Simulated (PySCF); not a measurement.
**Static response to an electric field**

Compound: C5H9O2P.
Cartesian coordinates in Å at the GFN2-xTB level; atoms count from 1:
```
atom  x, y, z in Å
C1    -2.6223    0.3476   -0.4278
C2    -1.3683    0.7640   -0.5015
P3    -0.2586    1.0261    0.9123
C4    -0.9184   -0.1541    2.1673
C5     1.1178   -0.0412    0.2965
O6     1.6464   -0.9159    0.9286
O7     1.4901    0.3662   -0.9137
C8     2.6105   -0.2919   -1.4966
H9    -3.0861    0.0714    0.5042
H10   -3.2410    0.2650   -1.3071
H11   -0.9357    1.0654   -1.4474
H12   -0.1268   -0.3381    2.8913
H13   -1.2086   -1.0948    1.7029
H14   -1.7676    0.2943    2.6780
H15    2.6896    0.0814   -2.5143
H16    3.5159   -0.0609   -0.9324
H17    2.4562   -1.3724   -1.4915
```

Level: CAM-B3LYP/def2-SVPD (PySCF), static field, nuclei fixed, core orbitals frozen in the response. The polarisability tensor in these axes (au):

```
x   112.50  -3.24  -3.38
y    -3.24  76.18  -3.05
z    -3.38  -3.05  94.10
```

Task: Diagonalise the tensor; give its mean and Δα, where Δα² is half the sum of the squared differences of the eigenvalues.

Result: Principal values 75.29, 94.20 and 113.29 au; mean 94.26 au = 13.97 Å³ = 15.54 × 10⁻⁴⁰ C²·m²/J; Δα = 32.91 au (35 % of the mean).

Task: What is the dipole moment, and where does it point?

Result: (-0.58, 0.00, -1.59) D, 1.69 D in size, pointing from the negative to the positive side. Measured along this direction, the outermost atoms are H12 at the negative end and H10 at the positive end.

Task: What depolarisation ratio follows for Rayleigh scattering of linearly polarised light, taking the static tensor?

Result: ρ = 3Δα²/(45ᾱ² + 4Δα²) = 3249.4/(399827 + 4332.5) = 0.00804.

Task: Orientational against electronic polarisability at 500 K (dilute gas, rigid molecules)?

Result: In Gaussian units μ²/3kT = 13.76 Å³ against 13.97 Å³, a ratio of 0.98; the Debye molar polarisation (4π/3)N_A(α + μ²/3kT) is 69.9 cm³/mol, leaving out the vibrational part.

Task: Molar refractivity from α?

Result: Lorentz–Lorenz: R = (4π/3)N_A α = 2.5225 cm³/(mol·Å³) × 13.97 Å³ = 35.2 cm³/mol, in the limit of long wavelengths.

Task: Sum over states: ᾱ = Σ f/ω², ω in Eh. What share falls to these 8 lowest TDDFT singlets (eV, f)? 5.29, 0.0283; 5.94, 0.1826; 6.34, 0.1388; 6.49, 0.0363; 6.96, 0.0317; 7.16, 0.0128; 7.28, 0.1018; 7.56, 0.0688.

Result: They add up to 10.76 au, 11.4 % of the 94.26 au; the largest single term is 3.83 au, from the state at 5.94 eV. Terms in order: 0.75, 3.83, 2.56, 0.64, 0.48, 0.19, 1.42, 0.89 au. Higher excitations give the rest. The strengths listed sum to 0.601.

One conformer (not necessarily the lowest) at the GFN2-xTB geometry, without solvent, vibrations or thermal averaging.
